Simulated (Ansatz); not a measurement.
Reaction (ligand exchange at the Si–C bond): `FC([SiH3])CCl` + `N[SiH2][SiH2]Cl` → `[SiH3]N[SiH2][SiH2]Cl` + `FCCCl`

Isolated molecules relaxed with PBE0-D4/def2-TZVP in Ansatz; ΔE leaves out vibrations. CCSD(T)/CBS is the MP2 limit (def2-TZVPP, def2-QZVPP) plus CCSD(T) − MP2 in def2-TZVPP, frozen cores. This one scheme is used for every species. Functionals use def2-TZVPP. Each species was taken in one conformer, which may not be the lowest.

CCSD(T)/CBS gives -79.4 kJ/mol.

Task: Another level gave -70.9 kJ/mol. Which?
A. ωB97M-V/def2-TZVPP
B. PBE/def2-TZVPP
C. PBE0/def2-TZVPP
D. MP2/def2-TZVPP

Result: C. PBE0 -70.9, PBE -63.3, ωB97M-V -76.3, MP2/def2-TZVPP -83.4 kJ/mol.

Largest T1 diagnostic among the species: 0.011.

The D4 term adds −5.4 kJ/mol with B3LYP and −3.2 kJ/mol with PBE0; it sums over pairs of atoms, weighted by their polarisabilities, and B3LYP, whose exchange is more repulsive, gets the larger term. From PBE to PBE0 (25 % exact exchange), in def2-TZVPP and without D4, ΔE moves by −7.6 kJ/mol. In def2-TZVPP, CCSD(T) changes the Hartree–Fock value by +10.0 kJ/mol (the triples alone add +1.5 kJ/mol) and MP2 by +7.0 kJ/mol.

B3LYP here is the variant with VWN-RPA as its local correlation; programs differ in this.
